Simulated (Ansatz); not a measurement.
`O[Si](O)(F)O[SiH3]` and `O[Si](O)(F)N[SiH2]Cl` differ in one atom or group.

Ansatz, PBE0-D4/def2-TZVP geometries, multiplicity 1. Each molecule was computed in one conformer, which needn't be the lowest.

| property | `O[Si](O)(F)O[SiH3]` |
| --- | --- |
| HOMO–LUMO gap (ωB97M-V/def2-TZVPP) / eV | 12.92 |
| HOMO energy (B3LYP/def2-TZVPP) / eV | -8.81 |
| size of the dipole moment (ωB97M-V/def2-TZVPP) / D | 1.28 |
| LUMO energy (PBE0/def2-TZVPP) / eV | 0.00 |
| HOMO–LUMO gap (PBE0/def2-TZVPP) / eV | 9.04 |
| LUMO energy (PBE/def2-TZVPP) / eV | -0.88 |

Give the same properties after the change, and the shifts. (Estimate.)

The calculation gave: 
```
                                          property  `O[Si](O)(F)N[SiH2]Cl`  shift
           HOMO–LUMO gap (ωB97M-V/def2-TZVPP) / eV                   12.47  -0.45
               HOMO energy (B3LYP/def2-TZVPP) / eV                   -8.15   0.66
size of the dipole moment (ωB97M-V/def2-TZVPP) / D                    1.80   0.52
                LUMO energy (PBE0/def2-TZVPP) / eV                    0.20   0.20
              HOMO–LUMO gap (PBE0/def2-TZVPP) / eV                    8.62  -0.42
                 LUMO energy (PBE/def2-TZVPP) / eV                   -0.67   0.21
```

With PBE0 the HOMO rises by 0.61 eV and the LUMO rises by 0.20 eV, so the gap narrows by about 0.41 eV. PBE moves the HOMO by 0.55 eV and ωB97M-V by 0.61 eV. Dipoles are sizes alone; their direction can turn.

B3LYP here is the variant with VWN-RPA as its local correlation; programs differ in this.
